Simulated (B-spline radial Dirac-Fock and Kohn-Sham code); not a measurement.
## X-ray scattering factor of Ca

System: neutral calcium, configuration [Ar] 3d1 4s1 (not the ground configuration).

These are calculated numbers from a radial atomic solver; the model is Dirac-Fock orbitals of the configuration average with a finite nucleus. f₀ is the Fourier transform of the spherical electron density, S the Waller-Hartree incoherent function, and s = sin θ/λ.

```
s (Å⁻¹)      f₀       S
      0  20.000   0.000
   0.05  19.155   1.237
    0.1  17.524   2.860
   0.15  15.939   4.221
    0.2  14.438   5.556
   0.25  13.002   6.796
    0.3  11.688   7.907
   0.35  10.551   8.891
    0.4   9.609   9.751
   0.45   8.854  10.493
    0.5   8.255  11.126
    0.6   7.388  12.136
    0.7   6.764  12.930
    0.8   6.229  13.615
    0.9   5.715  14.238
      1   5.205  14.813
    1.1   4.704  15.336
    1.2   4.226  15.807
    1.4   3.385  16.590
    1.6   2.728  17.183
    1.8   2.247  17.626
      2   1.908  17.961
    2.5   1.444  18.523
      3   1.226  18.897
    3.5   1.078  19.181
      4   0.949  19.401
      5   0.715  19.690
      6   0.524  19.843
```

f₀ starts at the number of electrons, 20, and has fallen to half at s ≈ 0.38 Å⁻¹. The sum of ⟨r²⟩ over the electrons is 52.81 bohr². It fixes the forward electron scattering factor, f_e(0) = (a₀/3)Σ⟨r²⟩ = 9.315 Å.
